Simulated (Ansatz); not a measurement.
Born–Oppenheimer molecular dynamics of F3HOZr (6 atoms, charge 0, multiplicity 1). It starts from a relaxed structure.

Computed with RKS PBE-D4/def2-SVP (Ansatz).

```yaml
ensemble: NVE (velocity Verlet)
time_step: 0.5 fs
steps_asked: 300
starting_velocities_drawn_for: 200 K
masses: H 2.014 u
seed: 819734
```

First frame:

```xyz
6
Properties=species:S:1:pos:R:3
Zr -0.084 -0.026 -0.053
O -0.353 -0.107 1.839
H -0.490 -0.151 2.795
F 1.794 0.000 -0.441
F -0.896 1.563 -0.755
F -0.879 -1.560 -0.886
```

Q: How far do the bonds stretch over the last three quarters of this one trajectory? (Pairs bonded in most of those frames.)

A: 
| bond | mean (Å) | spread (Å) | shortest | longest |
| --- | --- | --- | --- | --- |
| Zr1–O2 | 1.914 | 0.018 | 1.89 | 1.94 |
| Zr1–F4 | 1.920 | 0.013 | 1.90 | 1.94 |
| Zr1–F5 | 1.916 | 0.019 | 1.89 | 1.95 |
| Zr1–F6 | 1.920 | 0.014 | 1.90 | 1.94 |
| O2–H3 | 0.969 | 0.020 | 0.94 | 1.00 |

Mean temperature of the second half: 117 K. The conserved energy stayed within 0.069 meV per atom of its start (net change 0.056 meV per atom), so the integration is sound. A run of 0.15 ps of so small a system gives no equilibrium averages.

Run time: 16 min on 1 thread of Arm Neoverse V1 (shared host), peak memory 0.12 GiB.
